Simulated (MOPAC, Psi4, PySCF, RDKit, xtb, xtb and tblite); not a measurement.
Two geometries of H8B2O4Si2, SMILES OB(O)[SiH2][SiH2]B(O)O, relaxed at GFN2-xTB with one dihedral held; other torsions can differ between them too.

Structure A

```
16

O     -2.2948    -0.8539     1.2931
B     -2.2785    -0.4408    -0.0003
O     -3.4424     0.0390    -0.4978
Si    -0.7233    -0.5013    -1.2239
Si     1.0106    -1.8572    -0.4642
B      1.3225    -1.7251     1.4848
O      0.2170    -1.6507     2.2811
O      2.5099    -1.6697     2.1432
H     -1.4778    -1.1909     1.6779
H     -4.1739     0.0454     0.1246
H     -0.1395     0.8436    -1.4324
H     -1.0658    -0.9054    -2.5974
H      2.2802    -1.6123    -1.1830
H      0.7584    -3.2694    -0.8179
H      0.4108    -1.5903     3.2206
H      3.3086    -1.7265     1.6229
```

Structure B

```
16

O      1.1652    -3.0401    -0.6823
B      0.0997    -2.8196    -1.4960
O     -0.8413    -3.8077    -1.4941
Si    -0.2369    -1.2711    -2.6835
Si    -1.4908    -1.8468    -4.5580
B     -3.1132    -2.8709    -4.0809
O     -4.2236    -2.7037    -4.8363
O     -3.2086    -3.7348    -3.0362
H      1.8464    -2.3716    -0.6517
H     -0.6421    -4.5392    -0.9031
H      1.0448    -0.6085    -3.0093
H     -0.9033    -0.2040    -1.9050
H     -0.5828    -2.6367    -5.4240
H     -1.7394    -0.6472    -5.3723
H     -4.9811    -3.2244    -4.5580
H     -2.4346    -3.8438    -2.4727
```

**Question.** Which is lower in energy at the level B3LYP-D3(BJ)/def2-SVP // GFN2-xTB (Psi4 1.11), and by how much?

**Answer.** B is lower, by 1.95 kJ/mol (dihedral O1–B2–Si4–Si5: 15° in A, 150° in B).

E(B) − E(A) in kJ/mol at the other levels, on the same two geometries: GFN2-xTB (xtb and tblite) -0.58; B3LYP/def2-SVP // GFN2-xTB (Psi4) -1.73; PBE/def2-SVP // GFN2-xTB (Psi4) -1.76; PBE-D3(BJ)/def2-SVP // GFN2-xTB (Psi4) -1.88; UFF // GFN2-xTB (RDKit) -13.70; AM1, restricted, heats of formation // GFN2-xTB (MOPAC) -0.53; PM7, restricted, heats of formation // GFN2-xTB (MOPAC) -0.44; GFN1-xTB // GFN2-xTB (xtb) -0.94; restricted B3LYP/6-31G*, spherical d, density fitting // GFN2-xTB (PySCF) -2.00; restricted Hartree-Fock/3-21G, density fitting // GFN2-xTB (PySCF) -2.14; restricted B3LYP/6-311+G**, spherical d, density fitting // GFN2-xTB (PySCF) -1.25; restricted MP2 (frozen core)/3-21G // GFN2-xTB (PySCF) -2.24.
